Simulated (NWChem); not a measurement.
GePH5; SMILES [PH2][GeH3]

```xyz
7

Ge    -0.0163     0.7404     0.0000
P     -0.0797    -1.6055     0.0000
H     -0.7665     1.2415    -1.2610
H     -0.7665     1.2415     1.2610
H      1.4236     1.3201     0.0000
H      0.9134    -1.7076    -1.0406
H      0.9134    -1.7076     1.0406
```
Atoms are numbered in this order, from 1.

Program: NWChem. Coordinates come from a PBE-D3(BJ)/def2-SVP optimisation. Ions are spin-unrestricted doublets at the neutral geometry; other ion states weren't tried.

For level B3LYP/aug-cc-pVDZ:

| Item | Result |
|---|---|
| −ε(HOMO) (eV) | 7.41 |

Q: Estimate the same quantities for level PBE0/aug-cc-pVDZ.

A: 
- −ε(HOMO) (eV) = 7.61
